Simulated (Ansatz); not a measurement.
(X3Si)2Y: PBE0-D4/def2-SVP single points in Ansatz on relaxed structures, gas phase. Binding counts from free atoms in the multiplicity of their measured ground term, without zero-point energy. The structures are stationary points that may keep the symmetry of their start.

```json
{"species": "(H3Si)2O (Si2OH6)", "atoms": "9", "state": "singlet", "geometry": "r2SCAN-D4/def2-TZVP", "HOMO (eV)": "-8.64", "LUMO (eV)": "0.31", "gap (eV)": "8.95", "binding per atom (eV)": "3.23", "point group (within 0.1 Å)": "–"}
{"species": "(H3Si)2S (Si2H6S)", "atoms": "9", "state": "singlet", "geometry": "PBE-D4/def2-TZVP", "HOMO (eV)": "-7.47", "LUMO (eV)": "0.01", "gap (eV)": "7.48", "binding per atom (eV)": "2.97", "point group (within 0.1 Å)": "–"}
{"species": "(H3Si)2NH (Si2NH7)", "atoms": "10", "state": "singlet", "geometry": "B3LYP-D4/def2-TZVP", "HOMO (eV)": "-7.37", "LUMO (eV)": "0.46", "gap (eV)": "7.83", "binding per atom (eV)": "3.13", "point group (within 0.1 Å)": "Cs"}
{"species": "(H3Si)2CH2 (CH8Si2)", "atoms": "11", "state": "singlet", "geometry": "PBE-D4/def2-SVP", "HOMO (eV)": "-8.79", "LUMO (eV)": "0.67", "gap (eV)": "9.46", "binding per atom (eV)": "3.27", "point group (within 0.1 Å)": "–"}
```

Question: Estimate the rows for (H3Si)2NMe (CH9NSi2) (singlet, r2SCAN-D4/def2-SVP geometry); [(OH)3Si]2NH (Si2NO6H7) (singlet, r2SCAN-D4/def2-SVP geometry).

Answer: 
```
                species  atoms    state            geometry  HOMO (eV)  LUMO (eV)  gap (eV)  binding per atom (eV)  point group (within 0.1 Å)
   (H3Si)2NMe (CH9NSi2)     13  singlet  r2SCAN-D4/def2-SVP      -6.95       0.48      7.42                   3.38                          Cs
[(OH)3Si]2NH (Si2NO6H7)     16  singlet  r2SCAN-D4/def2-SVP      -7.76       0.79      8.55                   4.23                           –
```

The gap (eV) runs from 7.42 ((H3Si)2NMe) to 9.46 ((H3Si)2CH2).
